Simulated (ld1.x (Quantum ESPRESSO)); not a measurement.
Si (Z = 14): excitation energies, all-electron against ultrasoft

| Item | Value |
| --- | --- |
| Element | Si |
| Generator | ld1.x (Quantum ESPRESSO) 7.5 |
| Type | ultrasoft |
| Functional | PBE |
| Relativity | fully relativistic |
| Frozen core | [Ne] |
| Valence charge | 4 |
| Reference configuration | 3s2 3p1.75 (charge +0.25) |
| Partial waves | 3s (bound): rcut 1.15, rcutus 1.60 bohr; 3s channel at 3.8 Ry: rcut 1.15, rcutus 1.60 bohr; 3p (bound): rcut 1.50, rcutus 2.00 bohr; 3p channel at 1.3 Ry: rcut 1.50, rcutus 2.00 bohr; 3d channel at 0.1 Ry: rc 2.10 bohr |
| Local potential | the d channel |
| Core correction | none |
| Augmentation charge | PSQ, radius 1.25 bohr |

Open shells are filled in proportion to 2j + 1 (rel_dist='average').

Energies are relative to the spin-unpolarised reference configuration 3s2 3p1.75; without spin polarisation the order of configurations can differ from experiment. The d channel is local and has no spin–orbit splitting in the pseudo-atom. The frozen-core shift is the all-electron ΔE with the core orbitals held at their reference shape minus the fully relaxed ΔE.

(1) Give the all-electron excitation energy and the error of the potential for: 3s2 3p2; 3s2 3p1; 3s2 3p0; 3s2 3p2.3; 3s1 3p2; 3s2 3p1.5; 3s1 3p3.

Levels in the configuration 3s2 3p1.5:

```csv
level,all-electron (eV),pseudo (eV)
3s j=1/2,-14.727,-14.728
3p j=1/2,-7.700,-7.701
3p j=3/2,-7.664,-7.665
```

Results:

(1)

```csv
valence configuration,charge,ΔE all-electron (eV),error AE − PS (meV),frozen-core shift (meV)
3s2 3p2,0,-1.236,0.0,0.0
3s2 3p1,+1,6.504,-2.1,+0.6
3s2 3p0,+2,22.497,-9.2,+8.7
3s2 3p2.3,-0.3,-2.166,-0.1,0.0
3s1 3p2,+1,13.935,+3.2,+2.8
3s2 3p1.5,+0.5,1.686,-0.3,0.0
3s1 3p3,0,5.578,+2.9,+0.7
```
